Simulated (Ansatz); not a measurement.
Start from `BN[SiH2]OC` and change one atom or group to get `CO[SiH2]S`.

Ansatz, PBE0-D4/def2-TZVP geometries, multiplicity 1. Each molecule was computed in one conformer, which needn't be the lowest.

```tsv
property	`BN[SiH2]OC`
HOMO–LUMO gap (PBE0/def2-TZVPP) / eV	8.05
LUMO energy (PBE/def2-TZVPP) / eV	-1.17
HOMO energy (PBE/def2-TZVPP) / eV	-6.73
HOMO–LUMO gap (PBE/def2-TZVPP) / eV	5.56
LUMO energy (PBE0/def2-TZVPP) / eV	-0.17
size of the dipole moment (ωB97M-V/def2-TZVPP) / D	2.08
```

Task: Give the same properties after the change, and the shifts. (An estimate is asked.)

Result: The calculation gave: 
| property | `CO[SiH2]S` | shift |
| --- | --- | --- |
| HOMO–LUMO gap (PBE0/def2-TZVPP) / eV | 8.04 | -0.01 |
| LUMO energy (PBE/def2-TZVPP) / eV | -0.52 | 0.65 |
| HOMO energy (PBE/def2-TZVPP) / eV | -6.41 | 0.32 |
| HOMO–LUMO gap (PBE/def2-TZVPP) / eV | 5.89 | 0.33 |
| LUMO energy (PBE0/def2-TZVPP) / eV | 0.40 | 0.57 |
| size of the dipole moment (ωB97M-V/def2-TZVPP) / D | 1.93 | -0.15 |

Dipoles are sizes alone; their direction can turn.
